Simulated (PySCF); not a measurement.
Problem. What does the PBE0-D3(BJ)/def2-SVP structure of `CO[SiH2][SiH2]F` look like in three dimensions?

Solution. 
Z-matrix in Å and degrees, rows numbered from 1:
```
C 
O   1  1.4013
Si  2  1.6682  1  124.22
Si  3  2.3408  2  103.55  1  -179.66
F   4  1.6343  3  108.17  2  -179.59
H   1  1.1004  2  108.78  3  -179.91
H   1  1.1058  2  111.94  3    60.82
H   1  1.1058  2  111.94  3   -60.65
H   3  1.4995  2  111.20  1    60.03
H   3  1.4997  2  111.17  1   -59.40
H   4  1.4924  3  111.54  2    61.56
H   4  1.4924  3  111.51  2   -60.84
```

Si4 (fluorine-bound silicon) is tetrahedral (angles from 108.1° to 111.5°). Si3 (oxygen-bound silicon) is distorted tetrahedral (angles from 103.5° to 111.9°). The 5 heavy atoms lie in one plane (0.003 Å rms).

Method: PBE0-D3(BJ)/def2-SVP geometry optimisation, gas phase in PySCF.

Point group: Cs (every atom within 0.08 Å of its image). PBE0-D3(BJ)/def2-SVP frequencies: not computed here. One conformer, not necessarily the lowest (C1–O2–Si3–Si4 180°, O2–Si3–Si4–F5 180°).

Hardware: an Arm Neoverse N1 with one thread, on a shared host. Cost: 37 s of wall time. That covers the optimisation of the geometry.
